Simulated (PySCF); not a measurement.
A series of substituents X on one scaffold: HS-X. Gas-phase values, no solvent. One relaxed conformer stands for each flexible species; it need not be the lowest. Strings in code marks are SMILES.

Level of theory: PBE-D3(BJ)/def2-TZVP // B3LYP-D3(BJ)/def2-TZVP in PySCF. All candidates: neutral, multiplicity 1. Excitations are Tamm–Dancoff values on a coarser integration grid. The basis has no diffuse functions, so Rydberg states are missing or too high.

```json
{
 "LUMO": "-0.29 eV",
 "T1 excitation (TDA)": "4.93 eV",
 "S1 excitation (TDA)": "5.43 eV"
}
```

Name which member has these values.
A. `N#CCS`
B. `S=CS` (S–C–S–H torsion 180°)
C. `OCS` (H–O–C–S torsion 52°, O–C–S–H torsion 65°)
D. `SC1CC1` (H–S–C–C torsion 74°)

D, `SC1CC1` (H–S–C–C torsion 74°). The others give `N#CCS`: -1.59 eV, 4.48 eV, 5.06 eV; `OCS` (H–O–C–S torsion 52°, O–C–S–H torsion 65°): -0.61 eV, 5.01 eV, 5.47 eV; `S=CS` (S–C–S–H torsion 180°): -3.13 eV, 2.13 eV, 2.59 eV
